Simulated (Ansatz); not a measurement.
Geometry optimisation, Ansatz 0.2.0, RKS r2SCAN-D4/6-31G.

Input:

```yaml
crystal:
  periodic: [false, false, false]
  atoms:
    - { symbol: Si, position_ang: [0.0, 0.0, 0.0] }
    - { symbol: O, position_ang: [0.0, 0.0, 1.68] }
    - { symbol: C, position_ang: [-1.1112, -0.3437, 2.4945] }
    - { symbol: H, position_ang: [-1.814, -0.9775, 1.9143] }
    - { symbol: H, position_ang: [-0.7584, -0.9037, 3.3856] }
    - { symbol: H, position_ang: [-1.6313, 0.5809, 2.8212] }
    - { symbol: C, position_ang: [1.7634, 0.0, -0.6227] }
    - { symbol: H, position_ang: [2.1111, -1.0463, -0.7509] }
    - { symbol: H, position_ang: [1.8119, 0.5276, -1.5981] }
    - { symbol: H, position_ang: [2.4154, 0.5187, 0.1108] }
    - { symbol: C, position_ang: [-0.8808, 1.5259, -0.6227] }
    - { symbol: H, position_ang: [-1.9334, 1.2723, -0.8671] }
    - { symbol: H, position_ang: [-0.8624, 2.3106, 0.1622] }
    - { symbol: H, position_ang: [-0.3704, 1.9025, -1.5336] }
    - { symbol: H, position_ang: [-0.6877, -1.1914, -0.4862] }
basis:
  gaussian: { orbitals: "6-31G" }
hamiltonian:
  xc: r2scan
  dispersion: d4
relax:
  f_tol: 0.02
  max_steps: 40
```

Run as:

```bash
$ ansatz run input.yaml --threads 1 --pin off --max-ram 2048MiB --backend cpu --events-out ev --progress --plain --runs-dir out
```

Task: Where does it end, and by what steps?

Result: The forces met the threshold. Limits of this set-up: no polarisation functions. After 9 steps the energy has fallen by 0.277 eV; H12 moved furthest, 0.76 Å.

```csv
step,energy less start (eV),largest force component (eV/Å),accepted
0,0.0000,1.204,yes
1,-0.1755,0.782,yes
2,-0.2194,0.200,yes
3,-0.2480,0.344,yes
4,-0.2678,0.134,yes
5,-0.2638,0.451,no
6,-0.2742,0.096,yes
7,-0.2762,0.122,yes
8,-0.2767,0.066,yes
9,-0.2774,0.014,yes
```

```xyz
15
Properties=species:S:1:pos:R:3
Si 0.002 -0.023 -0.084
O 0.037 -0.277 1.640
C -1.172 -0.434 2.421
H -1.790 -1.265 2.049
H -0.864 -0.651 3.447
H -1.776 0.486 2.419
C 1.821 0.014 -0.599
H 2.317 -0.926 -0.334
H 1.921 0.170 -1.679
H 2.338 0.829 -0.080
C -0.880 1.607 -0.524
H -1.923 1.614 -0.188
H -0.365 2.457 -0.060
H -0.874 1.755 -1.611
H -0.740 -1.180 -0.730
```

Whether the end is a true minimum wasn't checked by a vibrational analysis.

Run time: 79 s on 1 thread of Arm Neoverse V2, with other jobs on the host, peak memory 0.17 GiB.
